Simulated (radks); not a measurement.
Species: Tc+. Configuration: [Kr] 4d6 (not the ground configuration). All-electron calculation, scalar-relativistic Kohn-Sham, PW91, spin-polarised, spherical densities, finite nucleus; open shells are filled with parallel spins first (spin-orbit coupling, left out, can overturn this in heavy ions); Fermi nuclear charge, rms radius 4.4112 fm. Program: a radial shooting solver on a logarithmic mesh with Libxc functionals.

Local quantities along the radius. ELF = 1/(1 + alpha^2) is the electron localisation function; alpha = (tau - tau_W)/tau_unif compares the Pauli kinetic energy density with that of the uniform gas (summed over spins); r v_xc is r times the local exchange-correlation potential of spin up (hartree bohr); s = |grad rho|/(2 (3 pi^2)^(1/3) rho^(4/3)) is the reduced gradient. tau is taken from the large components.

| r (bohr) | ELF | alpha | r v_xc | s |
|---|---|---|---|---|
| 0.001339 | 1.000 | 0.02172 | -0.09906 | 0.6404 |
| 0.001535 | 1.000 | 0.02173 | -0.1051 | 0.6087 |
| 0.001758 | 1.000 | 0.02187 | -0.1122 | 0.5817 |
| 0.00203 | 1.000 | 0.02217 | -0.1210 | 0.5576 |
| 0.002326 | 0.999 | 0.02262 | -0.1306 | 0.5386 |
| 0.002665 | 0.999 | 0.02324 | -0.1415 | 0.5231 |
| 0.003053 | 0.999 | 0.02408 | -0.1538 | 0.5107 |
| 0.003498 | 0.999 | 0.02517 | -0.1677 | 0.5012 |
| 0.004008 | 0.999 | 0.02656 | -0.1831 | 0.4945 |
| 0.004592 | 0.999 | 0.02833 | -0.2003 | 0.4905 |
| 0.005261 | 0.999 | 0.03059 | -0.2192 | 0.4890 |
| 0.006075 | 0.999 | 0.03365 | -0.2412 | 0.4904 |
| 0.00696 | 0.999 | 0.03739 | -0.2636 | 0.4944 |
| 0.007975 | 0.998 | 0.04225 | -0.2878 | 0.5012 |
| 0.009136 | 0.998 | 0.04865 | -0.3133 | 0.5110 |
| 0.01047 | 0.997 | 0.05720 | -0.3401 | 0.5241 |
| 0.01199 | 0.995 | 0.06888 | -0.3676 | 0.5408 |
| 0.01374 | 0.993 | 0.08514 | -0.3953 | 0.5613 |
| 0.01574 | 0.988 | 0.1083 | -0.4227 | 0.5859 |
| 0.01818 | 0.979 | 0.1447 | -0.4502 | 0.6165 |
| 0.02083 | 0.963 | 0.1968 | -0.4741 | 0.6491 |
| 0.02386 | 0.929 | 0.2763 | -0.4949 | 0.6835 |
| 0.02734 | 0.863 | 0.3987 | -0.5121 | 0.7155 |
| 0.03132 | 0.746 | 0.5834 | -0.5257 | 0.7368 |
| 0.03588 | 0.584 | 0.8441 | -0.5362 | 0.7338 |
| 0.04111 | 0.427 | 1.157 | -0.5451 | 0.6895 |
| 0.0471 | 0.331 | 1.422 | -0.5552 | 0.5955 |
| 0.05439 | 0.311 | 1.487 | -0.5758 | 0.4626 |
| 0.06232 | 0.370 | 1.305 | -0.6183 | 0.3520 |
| 0.0714 | 0.491 | 1.019 | -0.6850 | 0.2932 |
| 0.0818 | 0.627 | 0.7711 | -0.7579 | 0.2908 |
| 0.09371 | 0.726 | 0.6145 | -0.8213 | 0.3298 |
| 0.1074 | 0.768 | 0.5497 | -0.8665 | 0.3938 |
| 0.123 | 0.750 | 0.5772 | -0.8902 | 0.4694 |
| 0.1409 | 0.657 | 0.7232 | -0.8924 | 0.5394 |
| 0.1628 | 0.475 | 1.051 | -0.8774 | 0.5687 |
| 0.1865 | 0.324 | 1.444 | -0.8602 | 0.5031 |
| 0.2136 | 0.292 | 1.559 | -0.8705 | 0.3540 |
| 0.2448 | 0.390 | 1.249 | -0.9583 | 0.2327 |
| 0.2804 | 0.570 | 0.8690 | -1.068 | 0.2143 |
| 0.3213 | 0.712 | 0.6364 | -1.158 | 0.2748 |
| 0.3681 | 0.773 | 0.5420 | -1.199 | 0.3774 |
| 0.4217 | 0.764 | 0.5564 | -1.184 | 0.5077 |
| 0.487 | 0.656 | 0.7237 | -1.113 | 0.6664 |
| 0.5579 | 0.427 | 1.159 | -1.015 | 0.7886 |
| 0.6392 | 0.220 | 1.884 | -0.9181 | 0.7470 |
| 0.7323 | 0.198 | 2.011 | -0.8803 | 0.4874 |
| 0.839 | 0.383 | 1.269 | -1.008 | 0.2975 |
| 0.9613 | 0.646 | 0.7405 | -1.119 | 0.3068 |
| 1.101 | 0.756 | 0.5676 | -1.183 | 0.4097 |
| 1.262 | 0.754 | 0.5708 | -1.194 | 0.5407 |
| 1.457 | 0.681 | 0.6843 | -1.159 | 0.6917 |
| 1.669 | 0.562 | 0.8830 | -1.098 | 0.8441 |
| 1.913 | 0.420 | 1.174 | -1.018 | 1.008 |
| 2.191 | 0.291 | 1.559 | -0.9280 | 1.194 |
| 2.511 | 0.192 | 2.051 | -0.8295 | 1.429 |
| 2.876 | 0.120 | 2.714 | -0.7208 | 1.762 |
| 3.295 | 0.067 | 3.723 | -0.6040 | 2.259 |
| 3.775 | 0.033 | 5.442 | -0.4982 | 3.009 |
| 4.36 | 0.013 | 8.858 | -0.4463 | 4.235 |
| 4.995 | 0.004 | 15.34 | -0.5174 | 6.176 |
| 5.723 | 0.001 | 29.92 | -0.5052 | 9.955 |
| 6.557 | 0.000 | 68.86 | -0.1674 | 17.32 |

On this mesh the ELF has minima near r = 0.054, 0.21, 0.73 bohr, which separate the shells, and maxima near 0.11 (0.77), 0.37 (0.77), 1.1 (0.76).
